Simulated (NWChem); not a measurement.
Program: NWChem. System: H3AlO3, charge 0, spin multiplicity 1, at a geometry optimised with PBE0/def2-SVP. The structure started from a generated list of species. Level: RHF/def2-TZVP.

Part of the output:

```
             Northwest Computational Chemistry Package (NWChem) 7.3.0
             --------------------------------------------------------

                                NWChem Input Module
                                -------------------

 Scaling coordinates for geometry "geometry" by  1.889725989
 (inverse scale =  0.529177249)

 Turning off AUTOSYM since
 SYMMETRY directive was detected!

                             Geometry "geometry" -> ""
                             -------------------------

 Output coordinates in angstroms (scale by  1.889725989 to convert to a.u.)

  No.       Tag          Charge          X              Y              Z
 ---- ---------------- ---------- -------------- -------------- --------------
    1 Al                  13.0000     0.00004800    -0.00003200     0.00000000
    2 O                    8.0000     1.46641700     0.85124000     0.00000000
    3 H                    1.0000     1.52326000     1.80762300     0.00000000
    4 O                    8.0000    -1.47026500     0.84438000     0.00000000
    5 H                    1.0000    -2.32711300     0.41574600     0.00000000
    6 O                    8.0000     0.00383400    -1.69555700     0.00000000
    7 H                    1.0000     0.80334900    -2.22345500     0.00000000

 Effective nuclear repulsion energy (a.u.)     161.7097456447

            Nuclear Dipole moment (a.u.)
            ----------------------------
        X                 Y               Z
 ---------------- ---------------- ----------------
     0.0000151178     0.0000037795     0.0000000000

      Symmetry information
      --------------------

 Group name             Cs
 Group number              2
 Group order               2
 No. of unique centers     7

      Symmetry unique atoms

     1    2    3    4    5    6    7


 Summary of "ao basis" -> "" (spherical)
 ------------------------------------------------------------------------------
       Tag                 Description            Shells   Functions and Types
 ---------------- ------------------------------  ------  ---------------------
 *                         def2-tzvp                  on all atoms

 Summary of "ao basis" -> "ao basis" (spherical)
 ------------------------------------------------------------------------------
       Tag                 Description            Shells   Functions and Types
 ---------------- ------------------------------  ------  ---------------------
[...]
 Vector   19  Occ=2.000000D+00  E=-4.923856D-01  Symmetry=a"
              MO Center=  2.9D-01, -7.7D-01, -1.8D-14, r^2= 2.8D+00
   Bfn.  Coefficient  Atom+Function         Bfn.  Coefficient  Atom+Function
  ----- ------------  ---------------      ----- ------------  ---------------
   119      0.357431  6 O  pz               122      0.328078  6 O  pz
   125      0.236020  6 O  pz                45     -0.232107  2 O  pz
    48     -0.211732  2 O  pz                51     -0.158049  2 O  pz

 Vector   20  Occ=2.000000D+00  E=-4.923756D-01  Symmetry=a"
              MO Center= -2.9D-01,  7.7D-01, -2.2D-14, r^2= 2.8D+00
   Bfn.  Coefficient  Atom+Function         Bfn.  Coefficient  Atom+Function
  ----- ------------  ---------------      ----- ------------  ---------------
    82      0.340372  4 O  pz                85      0.311660  4 O  pz
    45     -0.278784  2 O  pz                48     -0.256648  2 O  pz
    88      0.227519  4 O  pz                51     -0.181318  2 O  pz

 Vector   21  Occ=0.000000D+00  E= 8.630473D-02  Symmetry=a'
              MO Center=  1.3D-04, -2.0D-04, -6.1D-13, r^2= 6.2D+00
   Bfn.  Coefficient  Atom+Function         Bfn.  Coefficient  Atom+Function
  ----- ------------  ---------------      ----- ------------  ---------------
     5      1.455078  1 Al s                 42     -0.640762  2 O  s
    79     -0.640671  4 O  s                116     -0.640834  6 O  s
    71      0.282643  3 H  s                108      0.282718  5 H  s
   145      0.282792  7 H  s

 Vector   22  Occ=0.000000D+00  E= 1.259780D-01  Symmetry=a"
              MO Center=  8.0D-05, -5.8D-05,  2.7D-13, r^2= 6.3D+00
   Bfn.  Coefficient  Atom+Function         Bfn.  Coefficient  Atom+Function
  ----- ------------  ---------------      ----- ------------  ---------------
    20      1.183884  1 Al pz                51     -0.252539  2 O  pz
    88     -0.252532  4 O  pz               125     -0.252545  6 O  pz

 Vector   23  Occ=0.000000D+00  E= 1.508834D-01  Symmetry=a'
              MO Center=  2.2D-01, -6.5D-01,  5.2D-16, r^2= 9.2D+00
   Bfn.  Coefficient  Atom+Function         Bfn.  Coefficient  Atom+Function
  ----- ------------  ---------------      ----- ------------  ---------------
    79      1.217077  4 O  s                116     -1.105542  6 O  s
    18      0.880409  1 Al px                19     -0.773676  1 Al py
   145      0.765296  7 H  s                 71     -0.431959  3 H  s
   108     -0.333243  5 H  s                 26      0.265834  1 Al d -2
   123     -0.239253  6 O  px                50      0.232854  2 O  py

 center of mass
 --------------
 x =   0.00001365 y =   0.00000140 z =   0.00000000

 moments of inertia (a.u.)
 ------------------
         276.499522429229          -0.016902221513           0.000000000000
          -0.016902221513         276.464452038564           0.000000000000
           0.000000000000           0.000000000000         552.963974467793

  Mulliken analysis of the total density
  --------------------------------------

    Atom       Charge   Shell Charges
 -----------   ------   -------------------------------------------------------
    1 Al  13    11.97   2.00  0.65  1.34  0.45  0.05  2.93  2.28  0.83  0.67  0.12  0.31  0.20  0.15
    2 O    8     8.69   0.79  1.18  0.55  0.95  0.28  1.86  2.09  0.97  0.00  0.01  0.00
    3 H    1     0.66   0.24  0.33  0.03  0.05
    4 O    8     8.69   0.79  1.18  0.55  0.95  0.28  1.86  2.09  0.97  0.00  0.01  0.00
    5 H    1     0.66   0.24  0.33  0.03  0.05
    6 O    8     8.69   0.79  1.18  0.55  0.95  0.28  1.86  2.09  0.97  0.00  0.01  0.00
    7 H    1     0.66   0.24  0.33  0.03  0.05

       Multipole analysis of the density wrt the origin
       ------------------------------------------------

     L   x y z        total         open         nuclear
     -   - - -        -----         ----         -------
     0   0 0 0     -0.000000      0.000000     40.000000

     1   1 0 0     -0.000162      0.000000      0.000015
     1   0 1 0     -0.000328      0.000000      0.000004
     1   0 0 1      0.000000      0.000000      0.000000

     2   2 0 0    -20.663100      0.000000    153.119121
     2   1 1 0     -0.001498      0.000000      0.008067
     2   1 0 1      0.000000      0.000000      0.000000
     2   0 2 0    -20.659909      0.000000    153.141890
     2   0 1 1     -0.000000      0.000000      0.000000
     2   0 0 2    -19.817606      0.000000      0.000000

 Task  times  cpu:        9.9s     wall:        9.9s

 Total times  cpu:       10.0s     wall:       10.0s
```

Task: Write an NWChem input that would produce this output.

Result: This is not unique; one that fits is 
```
start mol
memory heap 200 mb stack 900 mb global 1100 mb
geometry units angstroms nocenter noautoz
  Al     0.000048    -0.000032     0.000000
  O      1.466417     0.851240     0.000000
  H      1.523260     1.807623     0.000000
  O     -1.470265     0.844380     0.000000
  H     -2.327113     0.415746     0.000000
  O      0.003834    -1.695557     0.000000
  H      0.803349    -2.223455     0.000000
  symmetry group Cs
end
basis spherical
  * library def2-tzvp
end
scf
  rhf
  nopen 0
  maxiter 100
  thresh 1e-7
  semidirect memsize 60000000 filesize 0
end
task scf energy
```
